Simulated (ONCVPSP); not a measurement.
**Before and after: ONCV potential for B**

* Element: boron
* Generator: ONCVPSP 4.0.1
* Type: optimised norm-conserving Vanderbilt (ONCV)
* Functional: revPBE
* Relativity: scalar-relativistic
* Frozen core: [He]
* Valence charge: 3
* Reference configuration: 2s1.75 2p1.25
* Partial waves: 2s: rc 1.30 bohr, ncon 4, nbas 8, qcut 6 1/bohr, 2 projectors, debl 2.5 Ha; 2p: rc 2.80 bohr, ncon 4, nbas 8, qcut 4.6 1/bohr, 2 projectors, debl 0.9 Ha; d scattering state at 0.22 Ha: rc 2.90 bohr, ncon 4, nbas 7, qcut 3.1 1/bohr, 1 projector
* Local potential: polynomial inside 1.25 bohr (lpopt 5, dvloc0 -1 Ha)
* Core correction: Teter function, fcfact 5.75, rcfact 1.6

Change: all radii but the core radius scaled by about 1.24 (s 1.62, p 3.48, d 3.60 bohr); local potential polynomial inside 1.56 bohr (lpopt 5, dvloc0 -1 Ha).

Cutoffs: the cutoffs (Ha) at which the residual kinetic energy of the hardest occupied pseudo-wave falls to 1 and 0.1 mHa per electron; they do not see the model core or the augmentation charge, which bear on the density cutoff. Errors are all-electron minus pseudo energies relative to the spin-unpolarised reference configuration.

Question: How do hardness, ghosts and transferability respond?

Answer: The potential gets softer (13 Ha and 16 Ha → 11 Ha and 15 Ha); the bound ghost in d disappears; the lowest positive-energy flag moves from none to p at 9.6 eV; of the 4 tests that both files solve, the error grows in 4 and shrinks in 0 by more than 15 % and 0.3 meV (median size 45.6 → 86.0 meV). A larger radius leaves more room for a smooth pseudo-wave, so fewer plane waves are needed. More of the atom is replaced by a form fitted at one configuration, so other configurations suffer.

| quantity | base | changed |
| --- | --- | --- |
| cutoff, loose | 13 Ha | 11 Ha |
| cutoff, tight | 16 Ha | 15 Ha |
| loose cutoff by channel | s 13 Ha, p 6.9 Ha | s 11 Ha, p 5.7 Ha |
| bound ghosts | d | none |
| GHOST(+) flags under 300 eV | none | p at 9.6 eV |
| error for 2s2 2p1, meV [ΔE -1.48 eV] | -1.0 | -1.9 |
| error for 2s2 2p0, meV [ΔE 6.69 eV] | +78 | +145 |
| error for 2s1 2p0, meV [ΔE 32.13 eV] | +288 | +471 |
| error for 2s2 2p0.5, meV [ΔE 1.39 eV] | +13 | +27 |
| rms error of d²Exc/dni dnj with the model core, mHa | 1.24 | 1.34 |

 A true bound ghost makes a file unfit for plane-wave use even where its test errors are small: the radial tests pick states by their node count and pass the ghost by.
